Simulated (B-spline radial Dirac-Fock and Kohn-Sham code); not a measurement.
**Relative photoemission cross sections at Ga Kα (9251.7 eV): 3s, 3p1/2, 3p3/2, Tc to W**

Level of theory: the independent-particle Dirac-Slater model, thresholds from Dirac-Fock; a radial atomic solver. Cross sections are relative to C 1s, computed as 0.05069 kb at this energy; β is from the dipole term. Free atoms in their tabulated ground configurations, whose changes along a row show as steps; without correlation, outer binding energies come out low.

```tsv
Z	element	σ 3s	σ 3p1/2	σ 3p3/2	β 3p3/2	binding 3p3/2 (eV)
43	Tc	19.7	10.6	18.6	1.23	441.8
46	Pd	24.3	14.7	25.6	1.30	539.5
48	Cd	27.6	18.0	31.2	1.34	627.0
49	In	29.3	19.8	34.2	1.36	675.3
50	Sn	31.0	21.7	37.5	1.38	725.3
54	Xe	38.5	30.6	52.3	1.45	943.3
56	Ba	42.6	35.7	60.9	1.48	1074.5
57	La	44.7	38.4	65.5	1.50	1140.5
58	Ce	46.8	41.3	70.4	1.51	1197.5
59	Pr	49.0	44.3	75.4	1.53	1245.9
60	Nd	51.3	47.5	80.6	1.54	1304.8
61	Pm	53.5	50.7	86.1	1.55	1364.7
62	Sm	55.9	54.1	91.7	1.57	1425.6
63	Eu	58.2	57.5	97.6	1.58	1487.6
64	Gd	60.5	61.1	104	1.59	1560.3
65	Tb	62.9	64.8	110	1.60	1615.0
66	Dy	65.2	68.5	116	1.61	1680.5
67	Ho	67.5	72.4	123	1.62	1747.1
68	Er	69.9	76.3	130	1.63	1814.9
69	Tm	72.3	80.3	137	1.64	1883.8
70	Yb	74.6	84.4	144	1.65	1954.1
71	Lu	76.9	88.5	151	1.66	2035.5
72	Hf	79.2	92.7	158	1.67	2119.1
73	Ta	81.6	97.0	166	1.67	2204.7
74	W	83.9	101	174	1.68	2292.4
```
